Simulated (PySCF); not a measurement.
## MgTe from Hartree–Fock to correlated methods

State: ¹Σ⁺ (singlet), closed shell. Set-up: Mg def2-SVPD, Te def2-SVPD with ECP28; scalar-relativistic core potentials (PySCF 2.14). De refers to Mg + Te in their high-spin ground configurations, without counterpoise correction. A positive dipole means Mg(−)Te(+).

```
      Level  Re (Å)  ωe (cm⁻¹)  De (eV)  μ (D)
        RHF   2.488        350    0.056  -8.52
    RHF-MP2   2.491        375     1.36    n/a
RHF-SCS-MP2   2.501        363     1.17    n/a
   RHF-CCSD   2.516        338     0.96    n/a
RHF-CCSD(T)   2.518        342     1.14    n/a
        PBE   2.490        349     1.65  -6.45
     revPBE   2.502        344     1.47  -6.53
       TPSS   2.483        355     1.67  -6.79
     r²SCAN   2.468        366     1.64  -7.05
      B3LYP   2.486        347     1.35  -6.78
       PBE0   2.471        360     1.46  -7.09
      ωB97X   2.462        362     1.36  -7.75
```

Task: Which functional lies closest to RHF-CCSD(T) in De, which farthest, and by how much do they differ from it?

Result: Closest is B3LYP (-3.2 pm in Re, +1.5 % in ωe, +0.21 eV in De against RHF-CCSD(T) in the same basis), farthest TPSS (-3.5 pm in Re, +3.8 % in ωe, +0.53 eV in De). CCSD(T) converges more slowly with the basis than the functionals do and binds too weakly in this one, so the order can change at the basis-set limit.

Task: What does a quarter of exact exchange do here, going from PBE to PBE0?

Result: PBE0 less PBE: -1.9 pm in Re, +3.2 % in ωe, -0.19 eV in De. Exact exchange removes part of the self-interaction that spreads semilocal densities, and in most molecules shortens and stiffens the bond and lowers De; so it does here.

Task: What does the step from GGA to meta-GGA do here, going from PBE to r²SCAN?

Result: r²SCAN less PBE: -2.2 pm in Re, +4.9 % in ωe, -0.01 eV in De. 

Correlated steps freeze 5 core orbitals. Correlated levels converge slowly with the basis: in double zeta they bind strong bonds too weakly, by up to about 1 eV, and carry superposition errors of some tenths. Spin–orbit coupling is left out, which matters for elements this heavy, above all for dissociation energies. Where the molecule has an RHF reference, its open-shell atoms are computed with UHF.
